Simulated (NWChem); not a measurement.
Program: NWChem. System: HFOPb, charge 0, spin multiplicity 1, at a geometry optimised with B3LYP/def2-SVP with def2 effective core potentials on Pb. The structure started from a generated list of species. Level: CCSD(T)/def2-SVP with def2 effective core potentials on Pb, 6 core orbitals frozen.

The NWChem input:

```
start mol
memory heap 100 mb stack 700 mb global 1900 mb
geometry units angstroms nocenter noautoz
  Pb    -0.027525    -0.265018     0.000000
  F     -1.377778     1.311195     0.000000
  O      1.658073     0.999643     0.000000
  H      1.392462     1.933568     0.000000
  symmetry group Cs
end
basis spherical
  * library def2-svp
end
ecp
  Pb library def2-ecp
end
scf
  rhf
  nopen 0
  maxiter 100
  thresh 1e-7
  semidirect memsize 60000000 filesize 0
end
tce
  freeze core 6
  ccsd(t)
  2eorb
  2emet 13
  thresh 1e-6
  maxiter 100
  tilesize 24
end
task tce energy
```

Output (cleaned and shortened):

```
             Northwest Computational Chemistry Package (NWChem) 7.3.0
             --------------------------------------------------------

                                NWChem Input Module
                                -------------------

 Scaling coordinates for geometry "geometry" by  1.889725989
 (inverse scale =  0.529177249)

 Turning off AUTOSYM since
 SYMMETRY directive was detected!

                             Geometry "geometry" -> ""
                             -------------------------

 Output coordinates in angstroms (scale by  1.889725989 to convert to a.u.)

  No.       Tag          Charge          X              Y              Z
 ---- ---------------- ---------- -------------- -------------- --------------
    1 Pb                  82.0000    -0.02752500    -0.26501800     0.00000000
    2 F                    9.0000    -1.37777800     1.31119500     0.00000000
    3 O                    8.0000     1.65807300     0.99964300     0.00000000
    4 H                    1.0000     1.39246200     1.93356800     0.00000000

 Effective nuclear repulsion energy (a.u.)     388.0003507092

            Nuclear Dipole moment (a.u.)
            ----------------------------
        X                 Y               Z
 ---------------- ---------------- ----------------
    -0.0000113384    -0.0000170075     0.0000000000

      Symmetry information
      --------------------

 Group name             Cs
 Group number              2
 Group order               2
 No. of unique centers     4

      Symmetry unique atoms

     1    2    3    4


 Summary of "ao basis" -> "" (spherical)
 ------------------------------------------------------------------------------
       Tag                 Description            Shells   Functions and Types
 ---------------- ------------------------------  ------  ---------------------
 *                          def2-svp                  on all atoms

 Summary of "ao basis" -> "ao basis" (spherical)
 ------------------------------------------------------------------------------
       Tag                 Description            Shells   Functions and Types
[...]
     T(I) DIIS level shift : 0.00D+00
   CC-T/L Amplitude update :  5-th order DIIS
                I/O scheme : Global Array Library
        L-threshold :  0.10D-05
        EOM-threshold :  0.10D-05
 no EOMCCSD initial starts read in
 TCE RESTART OPTIONS
 SLICE:      F
 D4D5:       F
 quantumc:   F
 qrotation:  F
 pwtce:      F
 qducc:      F
 nacto:                         0
 nrotv:                         0
 nrot:                          0

            Memory Information
            ------------------
          Available GA space size is     249033319 doubles
          Available MA space size is     104848060 doubles

 Maximum block size supplied by input
 Maximum block size        24 doubles

 tile_dim =     14

 -------------------------------------------------
   1    alpha     a'    10 doubles       0       1
   2    alpha     a"     4 doubles      10       2
   3    beta      a'    10 doubles      14       1
   4    beta      a"     4 doubles      24       2
   5    alpha     a'    13 doubles      28       5
   6    alpha     a'    14 doubles      41       6
   7    alpha     a"    12 doubles      55       7
   8    beta      a'    13 doubles      67       5
   9    beta      a'    14 doubles      80       6
  10    beta      a"    12 doubles      94       7

 Global array virtual files algorithm will be used

 Parallel file system coherency ......... OK

 4-electron integrals stored in orbital form

 v2    file size   =           930193
 4-index algorithm nr.  13 is used
 imaxsize =       30
 imaxsize ichop =        0


CCSD iterations
 ---------------------------------------------------------
 Iter          Residuum       Correlation     Cpu    Wall
 ---------------------------------------------------------
    1   0.1582757425358  -0.4739503226780     0.3     0.3
    2   0.0449394699132  -0.4732458746183     0.3     0.3
    3   0.0156346793256  -0.4825627687669     0.3     0.3
    4   0.0089393725245  -0.4831470209024     0.3     0.3
    5   0.0034314779450  -0.4844666461942     0.3     0.3
    6   0.0016177694379  -0.4846865986635     0.3     0.3
    7   0.0013281387126  -0.4847468562629     0.2     0.2
    8   0.0006138582357  -0.4847907540649     0.2     0.2
    9   0.0005760922060  -0.4847813335894     0.2     0.2
   10   0.0002882492810  -0.4848126005908     0.3     0.3
   11   0.0000734346163  -0.4848264575731     0.3     0.3
   12   0.0000344496102  -0.4848289373167     0.2     0.2
   13   0.0000256901713  -0.4848286528500     0.2     0.2
   14   0.0000140100805  -0.4848283863346     0.2     0.2
   15   0.0000111625688  -0.4848282362258     0.3     0.3
   16   0.0000034055800  -0.4848277836007     0.3     0.3
   17   0.0000018045761  -0.4848280607197     0.2     0.2
   18   0.0000012336183  -0.4848280693878     0.2     0.2
   19   0.0000007669766  -0.4848281213806     0.3     0.3
 -----------------------------------------------------------------
 Iterations converged
 CCSD correlation energy / hartree =        -0.484828121380557
 CCSD total energy / hartree       =      -367.090762365341106

 Singles contributions

 Doubles contributions
 CCSD(T)
 Using plain CCSD(T) code
             total no. of tasks           74
 total no. of tasks / no. procs           74
                         wl_min       110592           6.9
                         wl_max      2744000          11.8
        thresh for no. of tasks           74

 CCSD[T]  correction energy / hartree =        -0.014271200804796
 CCSD[T] correlation energy / hartree =        -0.499099322185352
 CCSD[T] total energy / hartree       =      -367.105033566145892
 CCSD(T)  correction energy / hartree =        -0.011803493651307
 CCSD(T) correlation energy / hartree =        -0.496631615031864
 CCSD(T) total energy / hartree       =      -367.102565858992421

 Task  times  cpu:       17.0s     wall:       17.0s

 Total times  cpu:       17.1s     wall:       17.1s
```
